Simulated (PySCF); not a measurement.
Excitations are Tamm–Dancoff values on a coarser integration grid. The basis has no diffuse functions, so Rydberg states are missing or too high.

Cartesian coordinates (Å):
SMILES: C/C=C(\B)C=C
```xyz
15

B     -0.1021     0.7479     1.3818
C     -0.1738     0.0339     0.0232
C     -1.4546    -0.1681    -0.6827
C     -2.6583     0.2192    -0.2843
C      0.9324    -0.4421    -0.5862
C      2.3491    -0.3964    -0.1405
H     -1.0807     1.1643     1.9157
H      0.9340     0.9060     1.9422
H     -1.3792    -0.6938    -1.6319
H     -2.8173     0.7459     0.6460
H     -3.5312     0.0156    -0.8893
H      0.7943    -0.9370    -1.5478
H      2.4821     0.0909     0.8192
H      2.7503    -1.4113    -0.0789
H      2.9549     0.1250    -0.8864
```
Charge 0, multiplicity 1.

Q: Give the S1–T1 gap (TDA), HOMO–LUMO gap and total energy at the level CAM-B3LYP-D3(BJ)/def2-TZVP (PySCF 2.14.0).

A: 
```yaml
S1–T1 gap (TDA): 1.65 eV
HOMO–LUMO gap: 7.11 eV
total_energy: -6005.22 eV
```
